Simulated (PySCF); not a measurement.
H3FSn, singlet, geometry from GFN2-xTB (such geometries of metal compounds can be far from the true shape) (core potentials on Sn); DF-PBE0/def2-SV(P) (PySCF).

The PySCF input:
```python
from pyscf import gto, scf, dft

mol = gto.Mole()
mol.atom = '''
    Sn   -0.23610030   -0.07269579   -0.08672742
    F     1.49928455    0.46163295    0.55073665
    H     0.13837452   -1.15300749   -1.29451224
    H    -0.89397199    1.36719789   -0.59659007
    H    -0.93294862   -0.73409739    1.27084366
'''
mol.basis = 'def2-sv(p)'
mol.ecp = {'Sn': 'def2-sv(p)'}
mol.verbose = 4
mol.max_memory = 1800
mol.build()

mf = dft.RKS(mol)
mf.xc = 'pbe0'
mf = mf.density_fit(auxbasis='def2-universal-jkfit')
mf.kernel()
```

What the program printed (banner, timings and long lists left out):

```
PySCF version 2.14.0

[INPUT] verbose = 4
[INPUT] num. atoms = 5
[INPUT] num. electrons = 34
[INPUT] charge = 0
[INPUT] spin (= nelec alpha-beta = 2S) = 0
[INPUT] symmetry False subgroup None
[INPUT] Mole.unit = angstrom
[INPUT] Symbol           X                Y                Z      unit          X                Y                Z       unit  Magmom
[INPUT]  1 Sn    -0.236100300000  -0.072695790000  -0.086727420000 AA   -0.446164904928  -0.137375133509  -0.163891071290 Bohr   0.0
[INPUT]  2 F      1.499284550000   0.461632950000   0.550736650000 AA    2.833237182292   0.872359845575   1.040741435260 Bohr   0.0
[INPUT]  3 H      0.138374520000  -1.153007490000  -1.294512240000 AA    0.261489945418  -2.178868375672  -2.446273598497 Bohr   0.0
[INPUT]  4 H     -0.893971990000   1.367197890000  -0.596590070000 AA   -1.689362224132   2.583629570183  -1.127391840935 Bohr   0.0
[INPUT]  5 H     -0.932948620000  -0.734097390000   1.270843660000 AA   -1.763017380091  -1.387243015858   2.401546464540 Bohr   0.0

nuclear repulsion = 81.1052224868976
number of shells = 22
number of NR pGTOs = 97
number of NR cGTOs = 46
basis = def2-sv(p)
ecp = {'Sn': 'def2-sv(p)'}

******** <class 'pyscf.df.df_jk.DFRKS'> ********
method = DFRKS
initial guess = minao
damping factor = 0
level_shift factor = 0
DIIS = <class 'pyscf.scf.diis.CDIIS'>
diis_start_cycle = 1
diis_space = 8
diis_damp = 0
SCF conv_tol = 1e-09
SCF conv_tol_grad = None
SCF max_cycles = 50
direct_scf = False
XC library pyscf.dft.libxc version 7.1.2
    S. Lehtola, C. Steigemann, M. J. T. Oliveira, and M. A. L. Marques,  SoftwareX 7, 1–5 (2018)
XC functionals = pbe0
    C. Adamo and V. Barone,  J. Chem. Phys. 110, 6158 (1999)
    M. Ernzerhof and G. E. Scuseria,  J. Chem. Phys. 110, 5029 (1999)
radial grids:
    Treutler-Ahlrichs [JCP 102, 346 (1995); DOI:10.1063/1.469408] (M4) radial grids

becke partition: Becke, JCP 88, 2547 (1988); DOI:10.1063/1.454033
pruning grids: <function nwchem_prune>
grids dens level: 3
symmetrized grids: False
atomic radii adjust function: <function treutler_atomic_radii_adjust>
small_rho_cutoff = 0
Set gradient conv threshold to 3.16228e-05
Initial guess from minao.
tot grids = 65648
******** <class 'pyscf.df.df.DF'> ********
auxbasis = def2-universal-jkfit
init E= -292.904650687303
  HOMO = -0.89406691907709  LUMO = -0.653045982129377  gap/eV = 6.55851
cycle= 1 E= -314.857543703841  delta_E=  -22  |g|= 2.15  |ddm|= 6.58
  HOMO = -0.203555579442788  LUMO = 0.0858927487691901  gap/eV = 7.87629
cycle= 2 E= -315.175871650033  delta_E= -0.318  |g|= 1.84  |ddm|= 4.93
  HOMO = -0.330626868883668  LUMO = -0.0132641913555768  gap/eV = 8.63588
cycle= 3 E= -315.749274840526  delta_E= -0.573  |g|= 0.0724  |ddm|=  1.8
  HOMO = -0.341739106605917  LUMO = -0.019992811520488  gap/eV = 8.75516
cycle= 4 E= -315.749591335879  delta_E= -0.000316  |g|= 0.0479  |ddm|= 0.0785
  HOMO = -0.337839779890389  LUMO = -0.0192490500262926  gap/eV = 8.66930
cycle= 5 E= -315.749963875648  delta_E= -0.000373  |g|= 0.0116  |ddm|= 0.0425
  HOMO = -0.338493460162987  LUMO = -0.0188853994648777  gap/eV = 8.69698
cycle= 6 E= -315.749989828227  delta_E= -2.6e-05  |g|= 0.00056  |ddm|= 0.0112
  HOMO = -0.338558424356628  LUMO = -0.0189402601175353  gap/eV = 8.69725
cycle= 7 E= -315.749989914538  delta_E= -8.63e-08  |g|= 0.000102  |ddm|= 0.000723
  HOMO = -0.338546810443199  LUMO = -0.018942472030466  gap/eV = 8.69688
cycle= 8 E= -315.749989916848  delta_E= -2.31e-09  |g|= 1.5e-05  |ddm|= 0.000115
  HOMO = -0.33854452068945  LUMO = -0.0189409458100688  gap/eV = 8.69686
cycle= 9 E= -315.749989916904  delta_E= -5.68e-11  |g|= 1.4e-06  |ddm|= 2.25e-05
  HOMO = -0.338544776087776  LUMO = -0.0189412145081093  gap/eV = 8.69686
Extra cycle  E= -315.749989916904  delta_E=    0  |g|= 1.58e-06  |ddm|= 2.73e-06
converged SCF energy = -315.749989916904
```
